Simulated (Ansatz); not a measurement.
CH$_{4}$OSSi (`CS[Si]O`), relaxed with RKS PBE-D4/def2-SVP in Ansatz 0.2.0 from a rough embedded geometry. The force threshold is 0.03 eV/Å; the program also tests the step.

The species carries charge 0 and has multiplicity 1.

Start:

```xyz
8

C     1.010    0.280    0.724
S    -0.482   -0.651    1.038
Si   -1.048   -1.475   -0.877
O    -1.636   -0.078   -1.657
H     0.879    1.035   -0.018
H     1.445    0.690    1.609
H     1.817   -0.414    0.310
H    -1.984    0.613   -1.128
```

**Question.** By how much does the energy fall, and how many steps does the optimiser take? (Estimate.)

**Answer.** The calculation gave: 64.94 kJ/mol, in 13 steps.

**Question.** Which bonds change most? (An estimate is asked.)

**Answer.** Computed: C1–S2 from 1.787 to 1.833 Å; C1–H5 from 1.066 to 1.109 Å; O4–H8 from 0.937 to 0.977 Å; C1–H6 from 1.068 to 1.106 Å.

**Question.** Give the relaxed structure. (Best estimate.)

**Answer.** The calculation gave: 
```xyz
8

C     0.778    0.325    0.651
S    -0.248   -1.119    1.124
Si   -1.694   -1.383   -0.507
O    -1.294   -0.153   -1.591
H     0.153    1.215    0.431
H     1.426    0.570    1.514
H     1.430    0.092   -0.214
H    -0.551    0.453   -1.408
```
